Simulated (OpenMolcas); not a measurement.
Nb4+ with 4 ligands (chloride) in tetrahedral coordination (Td) at 2.31 Å. Ligand basis ANO-RCC-VDZP.
```
Nb    0.0000    0.0000    0.0000
Cl    1.3337    1.3337    1.3337
Cl    1.3337   -1.3337   -1.3337
Cl   -1.3337    1.3337   -1.3337
Cl   -1.3337   -1.3337    1.3337
```

```yaml
Program: OpenMolcas 26.06
Method: CASSCF
Basis: ANO-RCC-VDZP [6s5p3d1f]
Scalar_Hamiltonian: DKH2, point nucleus
Active_space: 1 electron in 5 orbitals (4d)
State_averaging: 2S+1 = 2 even, 5 roots
Spin-orbit_coupling: RASSI with atomic mean-field integrals over the reference wave functions
```

Task: What is the spin-free ground state (labels of Td)?

Result: 2E, 2-fold in its orbital part; it has the highest spin that d1 allows.

Task: Where is the first state of the same spin?

Result: 2T2 at 9790 cm-1 above the ground state.

Task: What are the lowest two levels with spin-orbit coupling?

Result: A 4-fold level Γ8, then a 4-fold level Γ8 9755 cm-1 above it. Their leading multiplicities are 2 (100 %) and 2 (100 %).

Task: What is χT at 300 K, and how does it compare with the textbook value?

Result: The lowest level has 2S+1 = 2, for which the spin-only value is χT = S(S+1) / 2 = 0.375 cm3 K/mol (g = 2). The computed 0.337 at 300 K differs by -0.038, through orbital momentum, spin-orbit coupling and any other state in reach.

Task: Which ligand-field parameters describe the states?

Result: The gap between the two states is 10Dq = -9788 cm-1 (negative for this site). 

An orbital doublet at a regular site is open to a Jahn-Teller distortion, which this geometry leaves out. The least metal-like active orbital is 71 % on the metal (Löwdin) and no ligand orbital is active, so the numbers are rough. With metal d orbitals alone the field can be off either way by tens of per cent. Ligand-to-metal charge-transfer states are missing. No measured value stands beside these numbers; the geometry was imposed, not optimised, and the real ion may take another.
